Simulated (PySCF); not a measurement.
GeH3NS, SMILES [SH][Ge][NH2] (connectivity only; charge and spin as stated), neutral, multiplicity 1.

Coordinates come from a ωB97X-D3(BJ)/def2-TZVP optimisation. The values are those of a single conformer.

Calculation: r2SCAN/def2-TZVPD (PySCF).

Gas-phase values at a fixed geometry.

The total energy is -2531.76950 hartree and the point group is Cs. The highest occupied level is -6.20 eV and the lowest empty level is -2.21 eV. The orbital gap is 4.00 eV. The dipole moment is 1.40 D and the quadrupole, principal values (traceless, Buckingham form, about the centre of nuclear charge) comes out as -4.78, -4.07, 8.86 D·Å. The mean static polarisability is 67.3 bohr³ (9.98 Å³). The polarisability, principal values is 51.7, 64.6, 85.7 bohr³.
